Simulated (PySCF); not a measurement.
**Zr: ionisation energy**

Zr [Kr] 4d2 5s2 (3F) → Zr⁺ [Kr] 4d2 5s1 (4F), as a difference of total energies. All numbers are calculated (PySCF 2.14, a scalar-relativistic core potential, in aug-cc-pwCVDZ-PP with ECP28MDF). Correlated levels: valence: 4s2 4p6 frozen. The calculations carry no spin-orbit coupling.

| method | ionisation energy (eV) |
| --- | --- |
| UHF | 5.181 |
| MP2 (valence) | 6.055 |
| SCS-MP2 (valence) | 6.237 |
| CCSD (valence) | 6.309 |
| CCSD(T) (valence) | 6.380 |

Errors of the correlated levels include the incompleteness of this basis and the frozen core.

Question: Which method comes closest to the reference value, and which is furthest?

Answer: The reference is 6.639 eV (measured; NIST levels, between the centres of gravity of the two terms). Closest: CCSD(T) (valence) (error -0.259 eV); furthest: UHF (error -1.458 eV).
